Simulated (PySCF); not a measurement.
# MP cations for M along group 13

PBE0 with triple-zeta basis sets in PySCF, for the lowest determinant that a PBE0 search found; no spin–orbit coupling. De refers to high-spin ground-configuration atoms (the charge goes to the atom of lower measured ionisation energy or higher electron affinity, which is not always the lowest computed limit). A positive dipole points towards P; it is taken about the centre of mass and depends on that origin.

```
 M        basis  charged atom  state (unpaired electrons)  Re (Å)  ωe (cm⁻¹)  De (eV)  μ (D)
 B  def2-TZVPPD            B+         quartet (σ ↑, π ↑↑)   1.846        779     3.01  -1.57
Ga  def2-TZVPPD           Ga+         quartet (σ ↑, π ↑↑)   2.606        161     0.63  -0.15
In  def2-TZVPPD           In+         quartet (σ ↑, π ↑↑)   2.891        121     0.44   0.33
```

Question: The row for M = Al is missing. Estimate Re, ωe and De as the mean of the rows for B and Ga, and compare with the calculation.

Answer: The means are 2.226 Å, 470 cm⁻¹ and 1.82 eV. PBE0 in def2-TZVPPD gives AlP⁺ as a quartet (σ ↑, π ↑↑) with Re = 2.460 Å, ωe = 268 cm⁻¹, De = 0.84 eV, so the estimate is off by -23.4 pm, +75 % and +0.98 eV.

Weak bonds: InP⁺. Basis-set superposition, not corrected here, can be much of De in a small basis, most of all at correlated wavefunction levels. Spin–orbit coupling is left out, which matters for elements this heavy, above all for dissociation energies. For an ion De counts to the pair picked by the measured ionisation energies or electron affinities, which need not be the lowest pair at this level. States were picked by a PBE0 search and need not be the measured ground states.
